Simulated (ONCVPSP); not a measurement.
# As: excitation energies, all-electron against ONCV

| Property | Result |
| --- | --- |
| Element | arsenic (As) |
| Generator | ONCVPSP 4.0.1 |
| Type | optimised norm-conserving Vanderbilt (ONCV) |
| Functional | PBE |
| Relativity | scalar-relativistic |
| Frozen core | [Ne] |
| Valence charge | 23 |
| Reference configuration | 3s2 3p6 3d10 4s2 4p2.5 (charge +0.5) |
| Partial waves | 3s+4s: rc 1.05 bohr, ncon 5, nbas 9, qcut 10.3 1/bohr, 2 projectors; 3p+4p: rc 1.05 bohr, ncon 3, nbas 6, qcut 13.4 1/bohr, 2 projectors; 3d: rc 1.20 bohr, ncon 3, nbas 8, qcut 11.7 1/bohr, 2 projectors, debl 3.1 Ha |
| Local potential | polynomial inside 0.90 bohr (lpopt 5, dvloc0 0 Ha) |
| Core correction | Teter function, fcfact 5, rcfact 1.75 |

Energies are relative to the spin-unpolarised reference configuration 3s2 3p6 3d10 4s2 4p2.5; without spin polarisation the order of configurations can differ from experiment.

```tsv
valence configuration	charge	ΔE all-electron (eV)	error AE − PS (meV)
3s2 3p6 3d10 4s2 4p2	+1	5.594	-0.6
3s2 3p6 3d10 4s1 4p0	+4	101.864	-30
```

What are ΔE and the potential's error for 3s2 3p6 3d10 4s2 4p3?

ΔE = -3.555 eV all-electron; the error (AE − PS) is +0.4 meV.

What are ΔE and the potential's error for 3s2 3p6 3d10 4s2 4p1?

ΔE = 23.512 eV all-electron; the error (AE − PS) is -3.0 meV.
